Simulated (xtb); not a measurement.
BBr3, SMILES BrB(Br)Br. All values are semi-empirical tight-binding results from xtb (GFN2-xTB unless named), good for trends rather than for accurate numbers. The structure is a stationary point at GFN2-xTB. The isomer is the one that the SMILES or the coordinates give; other isomers of the formula were not compared.

| Item | Value |
|---|---|
| point group as xtb finds it | D3h |
| orbital gap | 3.85 eV |
| zero-point energy | 3.4 kcal/mol |
| G − E(el) at 298.15 K (modified RRHO) | -16.1 kcal/mol |
| static polarisability (D4 model) | 73.4 bohr³ |
| solvation energy, GFN2-xTB/ALPB(water) | -1.2 kcal/mol |
| solvation energy, GFN2-xTB/ALPB(octanol) | -4.5 kcal/mol |
